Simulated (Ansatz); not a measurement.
Z-matrix (Å, degrees):
```
C
C 1 1.515
H 1 1.092 2 110.3
H 1 1.092 2 111.5 3 120.2
H 1 1.094 2 110.8 3 -119.6
C 2 1.523 1 110.9 3 57.7
N 2 1.450 1 111.3 3 -178.4
H 2 1.102 1 107.4 3 -59.5
H 6 1.093 2 111.0 1 -179.8
H 6 1.093 2 111.1 1 -59.8
H 6 1.094 2 110.2 1 60.6
Ga 7 1.819 2 133.0 1 -0.7
H 7 1.010 2 111.5 1 -178.4
H 12 1.558 7 120.8 2 2.0
H 12 1.564 7 113.5 2 -178.3
```

Total charge 0; spin multiplicity 1.

(1) List the PBE/def2-TZVPP orbital energies in eV (Ansatz 0.2.0). (An estimate is asked.)

Results:

(1) Computed: Occupied: -10093.08, -1233.02, -1092.74, -1092.63, -1092.62, -380.17, -269.82, -268.61, -268.60, -142.81, -97.43, -97.14, -97.14, -21.96, -19.53, -19.37, -19.32, -19.31, -19.24, -18.22, -16.96, -14.13, -12.08, -11.33, -10.95, -9.92, -9.35, -9.04, -8.55, -8.40, -7.55, -7.05, -5.54. Lowest empty: -1.48, 0.03, 0.53, 1.15, 1.49, 1.73, 1.98, 2.23.
